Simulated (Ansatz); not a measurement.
Ideal-gas functions of H3InO3 (`[OH][In]([OH])[OH]`) at 400 K and 1 bar, from an Ansatz frequency run at PBE0-D4/def2-TZVP.

Molar mass 165.84 g/mol, point group C3h (symmetry number 3), electronic degeneracy 1, moments of inertia 102.79, 102.846, 205.636 u Å². Harmonic wavenumbers (cm⁻¹, unscaled): 112, 112, 144, 284, 301, 301, 591, 621, 621, 820, 840, 840, 3882, 3882, 3884.

Use S(trans) = R[1.5 ln M + 2.5 ln T − 1.1517]; rotational temperatures θ = 24.2544 K / I; S(rot) = R[ln(√π/σ · √(T³/θAθBθC)) + 1.5]; for each mode x = 1.438777 ν̃/T, S = R[x/(eˣ − 1) − ln(1 − e⁻ˣ)] and H = RT x/(eˣ − 1); 1 cm⁻¹ = 0.0119627 kJ/mol; R = 8.31446 J/(mol·K).

Task: By hand: the entropy, in J/(mol·K).

Result: Translation 178.7. Rotation: θ = 0.236, 0.2358, 0.1179 K, giving 103.7. Vibration, mode by mode: 15.93, 15.93, 13.88, 8.49, 8.05, 8.05, 3.45, 3.17, 3.17, 1.80, 1.70, 1.70, 0.00, 0.00, 0.00, in all 85.3. Electronic 0.0. Sum 367.7 J/(mol·K).

Task: By hand: H − E and G − E in kJ/mol, counted from the electronic energy.

Result: Zero-point energy ½ × 17235 × 0.0119627 = 103.1; thermal vibration 17.9; translation, rotation and pV give 4 RT = 13.3. H − E = 134.3 kJ/mol, and G − E = 134.3 − 400 × 367.7/1000 = -12.8 kJ/mol.

Vibration gives 23 % of the entropy, 45.7 J/(mol·K) of it from the modes under 150 cm⁻¹: soft modes count most, and the harmonic formula is weakest for them. The sum counts one conformer and one mirror image; others add a mixing term.
